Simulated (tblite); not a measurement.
Compound: C₆H₁₆OP₂.
Numbering: `[CH3:1][CH:2]([CH3:3])[P@@:4]([CH3:5])(=[O:6])[P:7]([CH3:8])[CH3:9]` (hydrogens: H10, H11, H12 on C1; H13 on C2; H14, H15, H16 on C3; H17, H18, H19 on C5; H20, H21, H22 on C8; H23, H24, H25 on C9)

Cartesian coordinates in Å at the GFN2-xTB level; atoms count from 1:
```
atom  x, y, z in Å
C1    -1.6312   -0.7534   -1.4570
C2    -1.4071   -0.7064    0.0445
C3    -2.6517   -0.3081    0.8233
P4    -0.0153    0.4364    0.5006
C5    -0.4145    2.0736   -0.2334
O6     0.2116    0.5067    1.9571
P7     1.7516   -0.2846   -0.6430
C8     2.9043    0.8947    0.1936
C9     2.0288   -1.7340    0.4708
H10   -2.0770    0.1751   -1.8073
H11   -0.6847   -0.9039   -1.9764
H12   -2.3019   -1.5715   -1.7151
H13   -1.0728   -1.6901    0.3991
H14   -3.4235   -1.0711    0.7322
H15   -3.0559    0.6324    0.4525
H16   -2.4023   -0.1862    1.8759
H17   -0.4084    2.0319   -1.3180
H18    0.3408    2.7747    0.1158
H19   -1.3850    2.4018    0.1324
H20    3.9231    0.5222    0.0931
H21    2.6467    0.9870    1.2491
H22    2.8457    1.8696   -0.2881
H23    1.3800   -2.5571    0.1749
H24    1.8241   -1.4553    1.5051
H25    3.0636   -2.0604    0.3741
```

Level: GFN2-xTB in tblite, geometry and Hessian alike; calculated harmonic values, unscaled, isolated species. This tight-binding method is rough: wavenumbers can miss measured ones by several per cent, in bad cases by 10 to 20. One conformer, not necessarily the lowest.

Harmonic wavenumbers (cm⁻¹): 27.7, 53.6, 104.4, 124.4, 157.1, 170.3, 184.3, 195.0, 205.7, 211.7, 218.7, 223.2, 236.5, 276.0, 304.9, 325.1, 348.4, 422.3, 484.2, 639.8, 712.1, 737.4, 752.8, 817.4, 831.2, 841.4, 865.5, 903.0, 928.0, 940.0, 949.7, 986.1, 1039.5, 1142.3, 1172.2, 1217.8, 1250.7, 1289.7, 1299.2, 1313.5, 1317.4, 1401.5, 1412.7, 1422.6, 1430.8, 1438.3, 1442.3, 1448.4, 1456.9, 1483.8, 1493.8, 1494.2, 1500.1, 2892.5, 2977.4, 2981.2, 2996.3, 3002.4, 3002.7, 3007.1, 3008.8, 3009.8, 3011.1, 3012.5, 3018.2, 3020.4, 3028.6, 3031.7, 3039.4.

A = 1669, B = 858.4, C = 787.5 MHz; mass 166.068 u (most abundant isotopes); point group C1, symmetry number 1.

**Question.** Zero-point energy?

**Answer.** ½Σν̃ = 45843 cm⁻¹ = 131.07 kcal/mol.

**Question.** What is S at 298.15 K and 1 bar for an ideal gas of classical rigid rotors and harmonic oscillators?

**Answer.** Translation 41.26, rotation 30.03, vibration 46.41: S = 117.7 cal/(mol K).

**Question.** And Cp and H(298.15 K) − H(0)?

**Answer.** Cp = 52.28 cal/(mol K), of which vibrations give 44.33 (their classical limit is 69 R = 137.1); H(298.15 K) − H(0) = 9.57 kcal/mol without the zero-point energy, 7.20 from vibrations.

**Question.** How do the functions run with temperature in this model?

**Answer.** 
| T (K) | S (cal/(mol K)) | Cp (cal/(mol K)) | H − H(0) (kcal/mol) | G − H(0) (kcal/mol) | ln q(vib) |
| --- | --- | --- | --- | --- | --- |
| 100 | 76.2 | 26.5 | 1.61 | -6.02 | 2.78 |
| 200 | 99.3 | 40.6 | 5.02 | -14.85 | 7.08 |
| 300 | 118.0 | 52.5 | 9.67 | -25.74 | 11.27 |
| 500 | 150.2 | 74.3 | 22.44 | -52.64 | 19.04 |
| 800 | 190.4 | 96.7 | 48.37 | -103.94 | 29.56 |
| 1000 | 213.1 | 106.9 | 68.78 | -144.33 | 35.92 |

q(vib) and H(0) count from the zero-point level.

**Question.** Blend soft modes into free rotors: weight 1/[1 + (100 cm⁻¹/ν̃)⁴] for the oscillator and the rest for a rotor with moment μB/(μ + B), μ = h/(8π²ν), B = 10⁻⁴⁴ kg m². What vibrational entropy results?

**Answer.** 43.08 cal/(mol K) in place of 46.41, which changes −T·S at 298.15 K by +0.99 kcal/mol.

Hindered rotation and anharmonicity are outside this model. Other conformers, if any are populated, would add a mixing term that is left out. The structure is chiral; the term R ln 2 for an equal mix with its mirror image is left out.
